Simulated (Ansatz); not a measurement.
H$_{9}$PSi$_{3}$, charge -1, doublet, geometry from GFN2-xTB (a state made from the parent by changing its charge; the spin is typed, not shown lowest) (a gas-phase anion, which may not be bound at this level), with bond 7-1 at 2.4 times its length; SC-NEVPT2/6-31G, CASSCF(5,6) (Ansatz, an electronic-structure program).

Here is a job for Ansatz.
Ansatz 0.2 input:
```yaml
crystal:
  periodic: [false, false, false]
  atoms:
    - {symbol: Si, position_ang: [-0.65263975, 1.68133783, -0.86869929]}
    - {symbol: P, position_ang: [0.38627213, -0.22878374, -0.73378205]}
    - {symbol: Si, position_ang: [1.57182964, 0.02483250, 1.49584950]}
    - {symbol: Si, position_ang: [-1.23673713, -1.51044360, -0.04996071]}
    - {symbol: H, position_ang: [0.06187566, 2.54145803, -1.82127057]}
    - {symbol: H, position_ang: [-0.78275401, 2.46138876, 0.37909243]}
    - {symbol: H, position_ang: [-3.95344233, 1.35368525, -2.08678593]}
    - {symbol: H, position_ang: [2.72306789, 0.75657688, 0.93916128]}
    - {symbol: H, position_ang: [1.94377504, -1.40168390, 1.54872576]}
    - {symbol: H, position_ang: [1.69309529, 0.38354969, 2.95215634]}
    - {symbol: H, position_ang: [-0.94118413, -2.89484361, -0.44188219]}
    - {symbol: H, position_ang: [-2.53190966, -1.16781196, -0.65880013]}
    - {symbol: H, position_ang: [-1.48641234, -1.53186793, 1.40513036]}
basis:
  gaussian:
    orbitals: 6-31G
total_charge: -1
correlation: {method: sc_nevpt2, electrons: all, active_space: {window: {electrons: 5, orbitals: 6}}}
magnetization: {spin_polarized: false, initial_magnetization: 1}
```

What the program printed (banner, timings and long lists left out):

```
Functional definition: HF
849 factors; integrals over basis functions are off by at most 1.9e-4 eV
mean field evaluation 1: about -32985.8228 eV, gradient 2.2e1 eV
mean field evaluation 2: about -32985.8326 eV, gradient 2.2e1 eV
mean field evaluation 4: about -32988.9513 eV, gradient 7.4e0 eV
mean field evaluation 8: about -32989.4783 eV, gradient 3.7e0 eV
mean field evaluation 16: about -32990.4734 eV, gradient 1.6e-3 eV
mean field evaluation 32: about -32989.6454 eV, gradient 7.4e0 eV
mean field -32990.47337566 eV, -1212.3775348094 hartree, gradient 4.0e-6 eV, S^2 0.750000; 3 other end points of the search recorded, 0 dependent functions left out
reference -32990.47337566 eV, -1212.3775348094 hartree; 34, 33 occupied and 36, 37 virtual orbitals, 849 factors
state -32991.46411593 eV, -1212.4139438430 hartree
state -32991.46411593 eV, -1212.4139438430 hartree; corrected -32997.30131837 eV, -1212.6284570758 hartree
state -32991.36656677 eV, -1212.4103589773 hartree
state -32991.36656677 eV, -1212.4103589773 hartree; corrected -32997.25308653 eV, -1212.6266845886 hartree
state -32991.46411593 eV, -1212.4139438430 hartree; corrected -32997.30131837 eV, -1212.6284570758 hartree
2 active orbitals were swapped for others, from the solution at -32991.36651043 eV, -1212.4103569069 hartree to that at -32991.46409266 eV, -1212.4139429877 hartree; typed "places" are swapped only where nearly empty or full, and so, without "given_window_search", are "orbital_numbers", "shells" and a window whose orbitals a file names under [Active]
1 active orbitals were swapped for others, from the solution at -32991.40991191 eV, -1212.4119518817 hartree to that at -32991.46409266 eV, -1212.4139429877 hartree; typed "places" are swapped only where nearly empty or full, and so, without "given_window_search", are "orbital_numbers", "shells" and a window whose orbitals a file names under [Active]
Total energy: -32997.30131837 eV, -1212.6284570758 hartree
```
